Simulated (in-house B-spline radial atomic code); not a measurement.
One electron outside the [Kr] 4d10 core: Gd17+

Computed with an all-electron radial atomic-structure program (B-spline basis), no-pair Dirac-Coulomb Hamiltonian, finite nucleus. Rungs: frozen-core Dirac-Hartree-Fock (DHF); Brueckner orbitals from the second-order correlation potential; the same with the Coulomb interaction screened by the core and the hole-particle interaction summed; Breit and QED terms from differences of relaxed Dirac-Fock atoms, where computed. Partial waves beyond l = 6 are extrapolated. The tables show a selection of states; those near core-excited levels, with erratic corrections or far from their DHF start are never shown.

Command:
```bash
python run_mb.py task.json out
```
Settings (nuclear radius in fm, box in bohr, cutoff in hartree):
```
basis_form          2
Z                   64
core_configuration  [Kr] 4d10
rms_radius          5.1569
mass_number         158
speed_of_light      137.036
box_radius          13.4
lmax                6
intervals           62
virtual_cutoff      8192.0
```

Cost of the run: 2.8 min on 1 thread of Arm Neoverse V1, on a shared host.

Removal energies (eV):

```tsv
state	DHF	second order	screened	Breit + QED	final
4f5/2	380.899	384.999	384.465	-	-
4f7/2	379.781	383.818	383.294	-	-
5s1/2	357.835	?	?	?	?
5p1/2	329.178	?	?	?	?
5p3/2	319.016	321.787	321.3	-0.183	321.117
5d3/2	272.777	275.299	274.87	-0.0833	274.787
5d5/2	270.805	273.254	272.839	-0.044	272.795
```

Q: What does correlation do to 5s1/2?

A: It adds 3.083 eV to the removal energy in second order and 2.531 eV with screening; Breit and QED add -0.353 eV, for a final 360.013 eV.

Q: What does correlation do to 5p1/2?

A: It adds 2.961 eV to the removal energy in second order and 2.439 eV with screening; Breit and QED add -0.293 eV, for a final 331.324 eV.

Q: How does the lowest state compare with the NIST ionisation energy?

A: 4f5/2 is bound by 384.5 eV, without recoil; NIST lists 384.4 ± 2.5 eV (tabulated theory), a difference of +0.065 eV.

Magnetic hyperfine constants per unit nuclear g factor (MHz, nucleus as a uniformly magnetised ball; they apply to isotopes with nuclear spin):

```csv
state,DHF,+ core polarisation,+ Brueckner
5s1/2,176600,188000,191700
5p1/2,51740,55080,56360
5p3/2,6865,7636,7832
```
